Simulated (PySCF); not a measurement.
# `O(C)C(F)=C=CF`, C4H4F2O

Geometry:
```csv
atom,x (Å),y (Å),z (Å)
C1,-1.621,-0.603,-0.152
O2,-1.230,0.087,1.013
C3,0.038,0.465,1.080
F4,0.240,1.108,2.212
C5,0.993,0.258,0.197
C6,1.944,0.042,-0.670
F7,2.226,0.866,-1.682
H8,-2.690,-0.820,-0.043
H9,-1.056,-1.544,-0.259
H10,-1.451,0.015,-1.049
H11,2.611,-0.830,-0.671
```

The calculation used PySCF 2.14.0, quadratic response CAM-B3LYP/def2-TZVPD first hyperpolarisability, Taylor convention, gas phase. Geometry: PBE0-D3(BJ)/def2-SVP.

(1) Give the tensor of the second harmonic β(−2ω;ω,ω) at 1907 nm in the axes of these coordinates.

Answers

(1) In au, Taylor convention; rows are the first index (the induced dipole):
```
      xx     yy     zz     xy     xz     yz
x  -94.8  -15.7   -1.4  +17.0  +22.2   -7.5
y  +16.8  +52.1  +17.1  -15.4   -7.3  +28.7
z  +22.9  +28.9  +52.2   -7.5   -1.3  +17.4
```
Norm of βᵢ = ⅓ Σⱼ (βᵢⱼⱼ + βⱼᵢⱼ + βⱼⱼᵢ): 175.0 au, hyper-Rayleigh value 66.0 au.
